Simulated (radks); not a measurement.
Values are calculated unless marked as measured or tabulated.
The bismuth anion Bi- inside a hard spherical wall (all orbitals vanish at R), configuration held at [Hg] 6p4 and not refilled when levels cross. Code: a radial shooting solver on a logarithmic mesh with Libxc functionals. Model: scalar-relativistic Kohn-Sham, r2SCAN, spin-unpolarised, spherical densities, finite nucleus; meta-GGA in the generalised Kohn-Sham scheme; Fermi nuclear charge, rms radius 5.5211 fm. Eigenvalues in eV, with the zero of energy where the potential of the charges vanishes at infinity; a dash marks a level that is unbound or too diffuse for the functional's potential to be trusted. A positive occupied level is held by the wall or, in an anion where self-interaction has pushed it up, behind a barrier. The pressure on the wall is -dE/dV.

R (bohr)  E (hartree)  kinetic (hartree)    e(5p)    e(5d)   e(6s)   e(6p)  e(7s, empty)  e(6d, empty)  pressure (GPa)
20        -21526.8676          24400.173  -92.009  -21.588  -8.836   0.779         2.278         2.885        < 0.0001
10        -21526.8624          24400.201  -91.567  -21.148  -8.437   1.127         4.485         6.513          0.0842
8         -21526.8452          24400.283  -90.800  -20.388  -7.785   1.741         6.601         8.566           0.641
6         -21526.7469          24400.712  -88.460  -18.095  -5.927   3.789        13.125        13.319            7.28
5         -21526.5460          24401.543  -85.652  -15.390  -3.722   6.601        21.933        18.877            31.7
3         -21522.8533          24415.762  -65.850    2.984  17.044  35.072        101.87        65.565            1670
2.5       -21517.3801          24436.043  -49.756   18.576  40.738  66.259        177.25        109.42            6650
2         -21500.4833          24494.790  -17.371   53.511  104.36  145.38        346.93        208.58           34600
1.5       -21435.2285          24698.816   65.482   152.42  312.52  384.07        804.12        477.26          264000
